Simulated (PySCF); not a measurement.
Isomers of C2H8OSi2. Method: PBE0-D3(BJ)/def2-SVP geometry optimisation, gas phase (PySCF). One conformer each; no zero-point energy, no entropy. No frequencies were run at this level. Point groups hold within 0.08 Å.

Question: Order them by energy at this level, lowest first, and give relative energies in kJ/mol.
A. `[CH3:1][C:2](=[O:3])[SiH2:4][SiH3:5]` with C1–C2–Si4–Si5 -108°
B. `[CH2:1]1[CH2:2][SiH2:3][O:4][SiH2:5]1` with Si5–C1–C2–Si3 -34°, C1–C2–Si3–O4 28°, C2–Si3–O4–Si5 -9°, Si3–O4–Si5–C1 -8°
C. `[SiH3:1][O:2][SiH:3]1[CH2:4][CH2:5]1` with Si1–O2–Si3–C4 30°

Answer: B (0.0), C (142.8), A (275.6).

As drawn, the lowest has an Si–O bond, which the highest lacks; the highest has a C=O bond and an Si–Si bond, which the lowest lacks.

```csv
SMILES,E (Eh),E rel (kJ/mol),dipole (D),point group,"A, B, C (MHz)"
C1C[SiH2]O[SiH2]1,-734.60345,0.0,1.90,C2,"4776, 3128, 2068"
[SiH3]O[SiH]1CC1,-734.54906,142.8,0.37,–,"7209, 1658, 1547"
CC(=O)[SiH2][SiH3],-734.49848,275.6,2.27,C1,"4909, 1559, 1477"
```
